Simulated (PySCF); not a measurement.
Ionisation and electron attachment of `C=C(C)[C@@H]1N[C@H]1C` (C6H11N)

Molecule: `C=C(C)[C@@H]1N[C@H]1C` (C6H11N). Numbering: `[CH2:1]=[C:2]([CH3:3])[C@@H:4]1[NH:5][C@H:6]1[CH3:7]`

Computed at PBE0-D3(BJ)/ma-def2-SVP // PBE0-D3(BJ)/def2-SVP with PySCF (density fitting, grid level 2). The prefix ma- adds one diffuse s and one diffuse p function on all atoms but H. Zero-point and thermal terms (298.15 K, 1 bar) come from unscaled GFN2-xTB harmonic frequencies, with soft modes damped to free rotors in the entropy. These were taken at the GFN2-xTB minima.

Frontier levels of the parent: HOMO -6.70 eV, LUMO 0.16 eV.

Oxidation to the radical cation:
```
Vertical ionisation energy (electronic)              : 8.57 eV
Adiabatic ionisation energy (with zero-point energy) : 8.12 eV
Adiabatic, electronic part                           : 8.21 eV
Vertical gap at the product's structure              : 7.70 eV
Inner reorganisation energy (four-point)             : 870 meV
Relaxation of product / of parent                    : 358 / 513 meV
⟨S²⟩ of the product                                  : 0.770
Largest spin populations                             : C1 0.52, C6 0.19, N5 0.16, C4 0.14
Largest changes of atomic charge                     : C1 0.17, N5 0.13, C6 0.12
Distances that move most (Å)                         : C4–C6 1.490 → 1.658; C2–C4 1.490 → 1.437; N5–C6 1.453 → 1.404; C1–C2 1.337 → 1.384
Potential in acetonitrile                            : 6.02 V absolute, 1.54 V against Fc+/Fc computed at 4.48 V (solvation -22 → -222 kJ/mol)
```

Vertical electron affinity to the radical anion: -1.03 eV. The extra electron is not bound at this structure, the number hangs on the basis, and the ion was not relaxed.

Solvents are IEF-PCM continua (electrostatics only, gas-phase structures); absolute potentials refer to an electron at rest in vacuum. Fc+/Fc in acetonitrile, 4.48 V, is PBE0-D3(BJ)/ma-def2-SVP on PBE0-D3(BJ)/def2-SVP structures with GFN2-xTB thermal terms. Benchmark calculations put it near 5.0 V in acetonitrile and DMSO, so it is about 0.5 V low, and the value against it can read up to that much too high.

Caveats: ma-def2-SVP is a small basis, whose errors can reach tens of kJ/mol.
